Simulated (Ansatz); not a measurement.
Start from `OB(O)[O][GeH3]` and change one element to get `COB(O)O`.

Ansatz, PBE0-D4/def2-TZVP geometries, multiplicity 1. Each molecule was computed in one conformer, which needn't be the lowest.

Scalar relativity is left out up to krypton.

```json
{"property": "size of the dipole moment (B3LYP/def2-TZVPP) / D", "`OB(O)[O][GeH3]`": "0.34"}
{"property": "HOMO–LUMO gap (PBE/def2-TZVPP) / eV", "`OB(O)[O][GeH3]`": "6.53"}
{"property": "LUMO energy (B3LYP/def2-TZVPP) / eV", "`OB(O)[O][GeH3]`": "-0.12"}
{"property": "LUMO energy (PBE0/def2-TZVPP) / eV", "`OB(O)[O][GeH3]`": "0.18"}
{"property": "HOMO–LUMO gap (B3LYP/def2-TZVPP) / eV", "`OB(O)[O][GeH3]`": "8.40"}
{"property": "ideal-gas entropy at 298 K and 1 bar (rigid rotor, harmonic PBE0-D4/def2-TZVP) / J/(mol·K)", "`OB(O)[O][GeH3]`": "350"}
```

Question: Give the same properties after the change, and the shifts. (Best estimate.)

Answer: Ansatz gave: 
```json
{"property": "size of the dipole moment (B3LYP/def2-TZVPP) / D", "`COB(O)O`": "0.27", "shift": "-0.07"}
{"property": "HOMO–LUMO gap (PBE/def2-TZVPP) / eV", "`COB(O)O`": "6.71", "shift": "0.18"}
{"property": "LUMO energy (B3LYP/def2-TZVPP) / eV", "`COB(O)O`": "0.36", "shift": "0.48"}
{"property": "LUMO energy (PBE0/def2-TZVPP) / eV", "`COB(O)O`": "0.75", "shift": "0.57"}
{"property": "HOMO–LUMO gap (B3LYP/def2-TZVPP) / eV", "`COB(O)O`": "8.55", "shift": "0.15"}
{"property": "ideal-gas entropy at 298 K and 1 bar (rigid rotor, harmonic PBE0-D4/def2-TZVP) / J/(mol·K)", "`COB(O)O`": "322", "shift": "-28"}
```

With PBE0 the HOMO rises by 0.33 eV and the LUMO rises by 0.57 eV, so the gap widens by about 0.24 eV. PBE moves the HOMO by 0.40 eV and ωB97M-V by 0.24 eV. Dipoles are sizes alone; their direction can turn.

B3LYP here is the variant with VWN-RPA as its local correlation; programs differ in this.
